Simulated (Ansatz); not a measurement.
Input for Ansatz (development build ahead of 0.2.0):

```yaml
crystal:
  periodic: [false, false, false]
  atoms:
    - { symbol: "N", position_ang: [0.0, 0.0, -1.52936] }
    - { symbol: H, position_ang: [1.02053, 0.0, -1.95701] }
    - { symbol: H, position_ang: [-0.51027, 0.88381, -1.95701] }
    - { symbol: H, position_ang: [-0.51027, -0.88381, -1.95701] }
    - { symbol: Cu, position_ang: [0.0, 0.0, 0.5716] }
basis:
  gaussian: { orbitals: cc-pVTZ }
total_charge: 1
hamiltonian:
  xc: hf
correlation:
  method: mp2
  frozen_orbitals: { Cu: 5, H: 0, "N": 1 }
```

The input is written out in the form of the current development build from the run's settings.

Output:

```json
{
  "Converged": "yes",
  "Reference energy": "-1694.98957 hartree",
  "Correlation energy": "-1.11981 hartree",
  "Total energy": "-1696.10938 hartree",
  "Spin squared of the determinant": "0.000"
}
```
